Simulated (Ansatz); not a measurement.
Consider the ligand exchange at a B–O bond: `COB(F)Cl` + `C[SeH]` → `C[Se]B(F)Cl` + CH₃OH.

Isolated molecules relaxed with PBE0-D4/def2-TZVP in Ansatz; ΔE leaves out vibrations. CBS: MP2 limit from def2 TZ/QZ plus the TZ coupled-cluster correction, frozen cores. This one scheme is used for every species. Functionals use def2-TZVPP. B3LYP here is the variant with VWN-RPA as its local correlation; programs differ in this. HSE06 is defined as in plane-wave codes. For Se outer-core shells are correlated without core-valence functions, which leaves a few kJ/mol of doubt a bond. Scalar relativity is left out up to krypton. One conformer a species, not always the lowest.

```
             level  ΔE (kcal/mol)  difference from CCSD(T)/CBS
       LDA (SPW92)           17.8                          1.1
            PBE-D4           15.3                         -1.4
         revPBE-D4           14.7                         -2.0
           BLYP-D4           17.4                          0.7
         r2SCAN-D4           17.2                          0.5
            B97M-V           18.5                          1.8
          B3LYP-D4           18.4                          1.7
        r2SCANh-D4           17.5                          0.8
          HSE06-D4           16.4                         -0.3
          BHLYP-D4           19.8                          3.1
      CAM-B3LYP-D4           20.2                          3.5
           ωB97X-V           18.2                          1.5
           ωB97M-V           18.5                          1.8
            B2PLYP           18.6                          1.9
          PBE-QIDH           17.2                          0.5
               PBE           15.9                         -0.8
            revPBE           15.3                         -1.4
              BLYP           18.6                          1.9
            r2SCAN           17.4                          0.7
              PBE0           17.0                          0.3
             B3LYP           19.5                          2.8
           r2SCANh           17.7                          1.0
           r2SCAN0           18.1                          1.4
             HSE06           17.0                          0.3
             BHLYP           21.0                          4.3
           LC-ωPBE           18.5                          1.8
RPA@PBE/def2-TZVPP           17.2                          0.5
       HF/def2-SVP           25.3                          8.6
      MP2/def2-SVP           21.2                          4.5
     CCSD/def2-SVP           22.6                          5.9
  CCSD(T)/def2-SVP           21.9                          5.2
     HF/def2-TZVPP           23.1                          6.4
    MP2/def2-TZVPP           16.3                         -0.4
   CCSD/def2-TZVPP           18.6                          1.9
CCSD(T)/def2-TZVPP           17.7                          1.0
     HF/def2-QZVPP           23.4                          6.7
SCS-MP2/def2-QZVPP           17.3                          0.6
      HF/CBS(def2)           23.4                          6.7
     MP2/CBS(def2)           15.4                         -1.3
    CCSD/CBS(def2)           17.7                          1.0
       CCSD(T)/CBS           16.7                            0
```

Largest T1 diagnostic among the species: 0.012.

In def2-TZVPP, CCSD(T) changes the Hartree–Fock value by −5.4 kcal/mol (the triples alone add −1.0 kcal/mol) and MP2 by −6.8 kcal/mol. Leaving LDA and LC-ωPBE aside and taking each functional with its dispersion term where it has one, the values spread over 5.6 kcal/mol, from revPBE-D4 to CAM-B3LYP-D4. LDA lies +1.9 kcal/mol from PBE without D4. From r2SCAN to r2SCAN0 (25 % exact exchange), in def2-TZVPP and without D4, ΔE moves by +0.8 kcal/mol.
